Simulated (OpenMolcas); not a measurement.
Tm³⁺: effect of correlating more closed shells

```yaml
Program: OpenMolcas 26.06
Basis: ANO-RCC-VTZP [8s7p5d3f2g1h]
Scalar_Hamiltonian: DKH2, point nucleus
Active_space: 12 electrons in 7 orbitals (4f)
State_averaging: 2S+1 = 3 even, 21 roots; 2S+1 = 1 even, 28 roots (27 in the spin-orbit step)
Spin-orbit_coupling: RASSI with atomic mean-field integrals over the reference wave functions, term energies averaged over their components
```

Methods on the same reference wave functions:
A. CASSCF
B. SS-CASPT2, IPEA 0.25 Eh, imaginary shift 0.1 Eh (closed shells correlated: none)
C. SS-CASPT2, IPEA 0.25 Eh, imaginary shift 0.1 Eh (closed shells correlated: 5s 5p)
D. SS-CASPT2, IPEA 0.25 Eh, imaginary shift 0.1 Eh (closed shells correlated: 4d 5s 5p)

Energies in cm-1 above 4f12 3H6, the measured ground level; measured values from the list in Tchang-Brillet, Wyart, Meftah and Ait Mammar, Atoms 6, 52 (2018).

```
          Level      A      B      C      D  Measured
       4f12 3H6    0.0    0.0    0.0    0.0       0.0
4f12 3F4 [53 %]   6822   6030   5640   5420          
       4f12 3H5   8304   8320   8330   8340      8217
4f12 3H4 [59 %]  13303  12890  12720  12630     12547
       4f12 3F3  16324  15130  14510  14210     14410
       4f12 3F2  17694  16250  15470  15100     15090
4f12 1G4 [57 %]  21947  21590  21510  21430     21174
       4f12 1I6  41469  39600  38320  36990     35329
       4f12 3P1  45729  41760  39770  38740          
4f12 3P2 [64 %]  46427  42860  41070  40180     38532
       4f12 3P0  47069  43100  41110  40080
```

Deviations, from unrounded energies. A percentage is the sum of absolute deviations over the sum of measured energies, with the sign that they share, or ± where signs differ.

| Against measurement | Levels | A | B | C | D |
| --- | --- | --- | --- | --- | --- |
| mean absolute deviation (cm-1) | 7 | 2900 | 1600 | 950 | 570 |
| fine structure of the ground term (%) | 2 | +4.1 | +2.1 | +1.3 | +1.0 |
| other terms of the ground configuration (%) | 5 | +15.5 | +8.7 | +5.1 | ±3.0 |

D lies closest to measurement on these levels and A furthest from it. The largest miss of D in the table is 4f12 1I6, by +1700 cm-1. The ranking rests on the paired levels alone, and a cruder setting can come out closer through cancelling errors.

Among B to D the level of the table that moves most is 4f12 3P1, by 3000 cm-1 (lowest in D, highest in B). Moves below CASPT2's spread within the term are not significant.

The mean deviations of B to D differ by less than CASPT2's widest spread within a term (1800 cm-1), so their order carries little weight.

From A to B the spin-free energies of the other terms of 4f12 shown, above 3H, scale by factors of 0.85 to 0.96, as is usual when dynamic correlation screens the repulsion within a d or f shell.

The lowest spin-free term lies below A's lowest term by 0.529 hartree in B, 1.042 hartree in C, 1.520 hartree in D.

What an inner shell adds also hangs on whether the basis holds functions to correlate it.

Term energies are means over components that CASPT2 splits; among the terms shown or strongly mixed into the levels shown the widest spread is 1800 cm-1 (4f12 1I, D). Some high roots are left out of the spin-orbit mixing, which shifts the levels that they would mix with. Without dynamic correlation excited terms often stand tens of per cent too high (terms of higher spin than the ground term too low), and those without a measured partner can miss by more than the paired ones (holds for A). The CASPT2 spread within a term exceeds the gap to the next term for 4f12 1I and 4f12 3P, so the order of their levels is uncertain (holds for C; D). Measured partners are found by configuration, term and J. A level has none where our copy of the source lacks it or the pairing is in doubt (some pairs that miss far off the trend of their configuration count as doubtful), and it then counts in no deviation. Only configurations of the active space appear. The table leaves out levels that lie high or whose names do not pair safely across all columns.

A share in square brackets marks a mixed level and gives the weight of the term that names it, the lowest over the columns.
